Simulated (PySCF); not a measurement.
Computed IR spectrum (relative IR intensity) of a molecule C2H8O2Si2. The structure is a stationary point at PBE-D3(BJ)/def2-SVP. One conformer was computed; it need not be the lowest. Calculation: PBE-D3(BJ)/def2-SVP run with PySCF. Frequencies are harmonic and unscaled.

Lines under 2 % of the strongest are left out, and lines within 2 cm⁻¹ are merged.

```json
[
 {"ν (cm⁻¹)": "131", "relative intensity": "3.0"},
 {"ν (cm⁻¹)": "163", "relative intensity": "2.1"},
 {"ν (cm⁻¹)": "233", "relative intensity": "22"},
 {"ν (cm⁻¹)": "275", "relative intensity": "27"},
 {"ν (cm⁻¹)": "312", "relative intensity": "32"},
 {"ν (cm⁻¹)": "387", "relative intensity": "10"},
 {"ν (cm⁻¹)": "426", "relative intensity": "6.4"},
 {"ν (cm⁻¹)": "471", "relative intensity": "21"},
 {"ν (cm⁻¹)": "509", "relative intensity": "7.7"},
 {"ν (cm⁻¹)": "623", "relative intensity": "2.9"},
 {"ν (cm⁻¹)": "703", "relative intensity": "29"},
 {"ν (cm⁻¹)": "708", "relative intensity": "70"},
 {"ν (cm⁻¹)": "772", "relative intensity": "34"},
 {"ν (cm⁻¹)": "785", "relative intensity": "13"},
 {"ν (cm⁻¹)": "803", "relative intensity": "85"},
 {"ν (cm⁻¹)": "837", "relative intensity": "84"},
 {"ν (cm⁻¹)": "892", "relative intensity": "20"},
 {"ν (cm⁻¹)": "924", "relative intensity": "36"},
 {"ν (cm⁻¹)": "932", "relative intensity": "40"},
 {"ν (cm⁻¹)": "942", "relative intensity": "38"},
 {"ν (cm⁻¹)": "965", "relative intensity": "4.3"},
 {"ν (cm⁻¹)": "1010", "relative intensity": "8.2"},
 {"ν (cm⁻¹)": "1360", "relative intensity": "4.9"},
 {"ν (cm⁻¹)": "2111", "relative intensity": "44"},
 {"ν (cm⁻¹)": "2121", "relative intensity": "100"},
 {"ν (cm⁻¹)": "2177", "relative intensity": "48"},
 {"ν (cm⁻¹)": "3042", "relative intensity": "4.6"},
 {"ν (cm⁻¹)": "3061", "relative intensity": "2.1"},
 {"ν (cm⁻¹)": "3138", "relative intensity": "2.9"},
 {"ν (cm⁻¹)": "3692", "relative intensity": "36"},
 {"ν (cm⁻¹)": "3736", "relative intensity": "26"}
]
```

Task: Which structure fits?
A) O[C@@H]1[SiH2]C[Si@H]1O
B) C[Si@@H]1OC[Si@H]1O
C) C=C[Si@H](O)[SiH2]O
D) C=C(O[SiH3])O[SiH3]

Result: C, C=C[Si@H](O)[SiH2]O
